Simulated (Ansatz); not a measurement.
Reaction (redistribution): `N[Si@H](F)N[Si@H](N)F` + `FC(F)(F)OBCl` → `N[Si@H](F)N[Si@@H](N)Cl` + `FBOC(F)(F)F`

Gas-phase electronic energies from Ansatz, PBE0-D4/def2-TZVP geometries. CCSD(T)/CBS adds triple-zeta CCSD(T) − MP2 to the extrapolated MP2 energy (def2 sets, frozen cores). Functionals use def2-TZVPP. B3LYP here is the variant with VWN-RPA as its local correlation; programs differ in this. One conformer a species, not always the lowest.

`N[Si@H](F)N[Si@H](N)F`:

```xyz
14

N     0.504    1.111   -1.506
Si   -0.505    1.471   -0.169
F     0.448    2.297    0.811
N    -1.100    0.020    0.497
Si   -0.282   -1.432    0.927
N     1.287   -1.332    0.323
F    -1.163   -2.630    0.324
H     0.118    0.588   -2.276
H     1.140    1.820   -1.837
H    -1.676    2.344   -0.423
H    -2.090    0.032    0.702
H    -0.264   -1.721    2.376
H     2.062   -1.845    0.701
H     1.521   -0.725   -0.448
```

`FC(F)(F)OBCl`:

Cartesian coordinates in Å:
```
F 0.396 1.705 0.283
C -0.616 0.876 0.043
F -1.513 1.506 -0.692
F -1.171 0.558 1.210
O -0.207 -0.228 -0.630
B 0.726 -1.076 -0.106
Cl 1.164 -2.452 -1.065
H 1.221 -0.889 0.957
```

`N[Si@H](F)N[Si@@H](N)Cl`:

```xyz
14

N    -0.919   -2.601    0.102
Si    0.180   -1.304    0.190
F     1.012   -1.569    1.532
N    -0.726    0.148    0.248
Si   -0.272    1.715   -0.264
N     1.373    1.937    0.085
Cl   -0.424    2.016   -2.300
H    -0.635   -3.523    0.392
H    -1.605   -2.641   -0.634
H     1.197   -1.175   -0.873
H    -1.646    0.067    0.658
H    -1.249    2.657    0.330
H     1.957    2.549   -0.458
H     1.756    1.724    0.990
```

`FBOC(F)(F)F`:

```xyz
8

F     1.865    1.562   -0.765
B     0.721    1.094   -0.327
O     0.644   -0.267   -0.213
C    -0.474   -0.886    0.226
F    -0.263   -2.189    0.232
F    -0.794   -0.504    1.461
F    -1.518   -0.630   -0.562
H    -0.180    1.820   -0.051
```

```csv
level,ΔE (kJ/mol),difference from CCSD(T)/CBS
B3LYP-D4,-9.7,-1.5
ωB97X-V,-9.8,-1.6
ωB97M-V,-10.1,-1.9
PBE,-9.3,-1.1
SCS-MP2/def2-TZVPP,-8.4,-0.2
CCSD/def2-TZVPP,-8.6,-0.4
MP2/def2-QZVPP,-8.3,-0.1
SCS-MP2/def2-QZVPP,-9.0,-0.8
HF/CBS(def2),-17.2,-9.0
MP2/CBS(def2),-8.9,-0.7
CCSD(T)/CBS,-8.2,0
```

Largest T1 diagnostic among the species: 0.013.

In def2-TZVPP, CCSD(T) changes the Hartree–Fock value by +10.7 kJ/mol (the triples alone add +1.4 kJ/mol) and MP2 by +9.9 kJ/mol.
